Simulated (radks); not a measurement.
Values are calculated unless marked as measured or tabulated.
Coherent X-ray form factor from a spherical all-electron density. Code: a radial shooting solver on a logarithmic mesh with Libxc functionals. Model: scalar-relativistic Kohn-Sham, r2SCAN, spin-unpolarised, spherical densities, finite nucleus; meta-GGA in the generalised Kohn-Sham scheme; Fermi nuclear charge, rms radius of each element as measured or else 0.836 A^(1/3) + 0.57 fm.

sin(theta)/lambda (1/angstrom)  f0 (electrons)
0.05                                    28.598
0.1                                     27.508
0.15                                    25.980
0.2                                     24.249
0.25                                    22.462
0.3                                     20.699
0.4                                     17.400
0.5                                     14.555
0.6                                     12.247
0.8                                      9.128
1                                        7.427
1.25                                     6.267
1.5                                      5.466
2                                        4.057

The species is in the configuration that NIST lists as its ground one. Which atom or ion scatters so?

Answer. The zinc ion Zn+, [Ar] 3d10 4s1. Extrapolating in s^2 from the first two rows gives f0(0) = 29.0, near the electron count 29; among species with that count, the fall with angle is slower the higher Z, and the table is that of Z = 30; from so few rows the species is fixed only to a neighbour or two.
